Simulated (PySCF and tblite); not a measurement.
Results of a calculation; reference values are marked as such.
## Rotation: stationary points, barriers and rates

System: C3H8O2S3, numbered as in [CH3:1][S:2][S:3][CH2:4][CH2:5][SH:6](=[O:7])=[O:8].

Motion: rotation about the S2–S3 bond (torsion C1–S2–S3–C4 from -83° to 92°, rising). Geometries: GFN2-xTB; energies: revPBE/pcSseg-1 + D3(BJ), IEF-PCM acetonitrile; zero-point and thermal terms from GFN2-xTB harmonic modes (soft modes blended into free rotors). Rate constants are transition-state-theory values, counting equivalent paths, without tunnelling. Programs: tblite and PySCF.

| point | symmetry | E(GFN2) kcal/mol | E(DFT) kcal/mol | ZPE change kcal/mol | lowest mode cm⁻¹ | dipole D |
| --- | --- | --- | --- | --- | --- | --- |
| start | C1 | 0.0 | 0.0 | 0.00 | 44 | 2.60 |
| saddle | C1 | 9.5 | 10.0 | -0.12 | 114i | 4.01 |
| end | C1 | 0.2 | 1.2 | -0.03 | 35 | 2.53 |

* Electronic barrier: 10.0 kcal/mol
* Barrier with zero-point energy: 9.9 kcal/mol
* ΔH‡ (298 K): 9.3 kcal/mol
* ΔS‡ (298 K, symmetry apart): -3.8 cal/(mol K)
* Paths: 1 equivalent path
* End point: a different minimum
* Mean lifetime of the start against this motion at 298 K: 7.5 µs
* Cost: 97 s on 1 thread of Arm Neoverse V1 (shared host) (rough), peak memory 0.8 GiB, launched as `OMP_NUM_THREADS=1 python ens_run.py task.json out`

| T/K | ΔG‡ kcal/mol | k s⁻¹ | ΔG kcal/mol | k back s⁻¹ |
| --- | --- | --- | --- | --- |
| 200 | 10.2 | 32 | 1.1 | 487 |
| 250 | 10.3 | 5010 | 1.1 | 4.3×10⁴ |
| 298 | 10.5 | 1.3×10⁵ | 1.0 | 7.8×10⁵ |
| 350 | 10.6 | 1.7×10⁶ | 1.0 | 7.3×10⁶ |
| 400 | 10.8 | 1×10⁷ | 1.0 | 3.7×10⁷ |

ΔG and ΔG‡ leave out symmetry numbers and mirror images; rates count paths: 1 out, 1 back.
